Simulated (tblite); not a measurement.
Parent: `[CH3:1][O:2][CH2:3][SiH2:4][SH:5]` with C1–O2–C3–Si4 -177°, O2–C3–Si4–S5 -56°, C3–Si4–S5–H 31°, C2H8OSSi.

Structures optimised with GFN2-xTB, isolated species. One conformer each, not checked by frequencies here.

| coordinate of the parent | value |
| --- | --- |
| C1–O2 | 1.403 Å |
| O2–C3 | 1.415 Å |
| C3–Si4 | 1.905 Å |
| Si4–S5 | 2.140 Å |
| C1–O2–C3 | 113.6° |
| O2–C3–Si4 | 105.1° |
| C3–Si4–S5 | 107.4° |

Question: How does the shared frame change in `[CH3:1][O:2][CH2:3][SiH2:4][S:5][C:6]([CH3:7])([CH3:8])[CH3:9]` with C1–O2–C3–Si4 -179°, O2–C3–Si4–S5 178°, C3–Si4–S5–C6 170°, C6H16OSSi? Atoms pair as C1 = C1, O2 = O2, C3 = C3, Si4 = Si4, S5 = S5 (parent first).

Answer: 
```tsv
parent	relative	value in the relative	change
C1–O2	C1–O2	1.404 Å	+0.001
O2–C3	O2–C3	1.412 Å	-0.003
C3–Si4	C3–Si4	1.895 Å	-0.010
Si4–S5	Si4–S5	2.137 Å	-0.003
C1–O2–C3	C1–O2–C3	113.2°	-0.4
O2–C3–Si4	O2–C3–Si4	105.0°	-0.1
C3–Si4–S5	C3–Si4–S5	105.0°	-2.4
```

Of the parent's bonds, C3–Si4 changes most (-0.010 Å). Bonds of the relative outside the shared frame: S5–C6 1.867, C6–C7 1.525, C6–C8 1.520, C6–C9 1.522 Å. Point group C1 → C1.

Question: How does the shared frame change in `[CH3:1][O:2][CH2:3][SiH2:4][S:5][CH:6]1[CH2:7][CH2:8]1` with C1–O2–C3–Si4 -179°, O2–C3–Si4–S5 175°, C3–Si4–S5–C6 178°, Si4–S5–C6–C7 78°, C5H12OSSi? Atoms pair as C1 = C1, O2 = O2, C3 = C3, Si4 = Si4, S5 = S5 (parent first).

Answer: 
```json
{"parent": "C1–O2", "relative": "C1–O2", "value in the relative": "1.404 Å", "change": "+0.001"}
{"parent": "O2–C3", "relative": "O2–C3", "value in the relative": "1.412 Å", "change": "-0.003"}
{"parent": "C3–Si4", "relative": "C3–Si4", "value in the relative": "1.895 Å", "change": "-0.010"}
{"parent": "Si4–S5", "relative": "Si4–S5", "value in the relative": "2.145 Å", "change": "+0.005"}
{"parent": "C1–O2–C3", "relative": "C1–O2–C3", "value in the relative": "113.2°", "change": "-0.4"}
{"parent": "O2–C3–Si4", "relative": "O2–C3–Si4", "value in the relative": "104.8°", "change": "-0.3"}
{"parent": "C3–Si4–S5", "relative": "C3–Si4–S5", "value in the relative": "106.8°", "change": "-0.6"}
```

Of the parent's bonds, C3–Si4 changes most (-0.010 Å). Bonds of the relative outside the shared frame: S5–C6 1.802, C6–C7 1.496, C7–C8 1.498, C6–C8 1.494 Å. Point group C1 → C1.

Question: How does the shared frame change in `[CH3:1][O:2][CH2:3][SiH2:4][S:5][CH:6]([CH3:7])[CH3:8]` with C1–O2–C3–Si4 180°, O2–C3–Si4–S5 -176°, C3–Si4–S5–C6 -169°, Si4–S5–C6–C7 74°, C5H14OSSi? Atoms pair as C1 = C1, O2 = O2, C3 = C3, Si4 = Si4, S5 = S5 (parent first).

Answer: 
| parent | relative | value in the relative | change |
| --- | --- | --- | --- |
| C1–O2 | C1–O2 | 1.404 Å | +0.001 |
| O2–C3 | O2–C3 | 1.412 Å | -0.003 |
| C3–Si4 | C3–Si4 | 1.895 Å | -0.010 |
| Si4–S5 | Si4–S5 | 2.141 Å | +0.001 |
| C1–O2–C3 | C1–O2–C3 | 113.4° | -0.2 |
| O2–C3–Si4 | O2–C3–Si4 | 104.4° | -0.7 |
| C3–Si4–S5 | C3–Si4–S5 | 106.0° | -1.4 |

Of the parent's bonds, C3–Si4 changes most (-0.010 Å). Bonds of the relative outside the shared frame: S5–C6 1.847, C6–C7 1.518, C6–C8 1.517 Å. Point group C1 → C1.

The numbers are calculated, not measured.
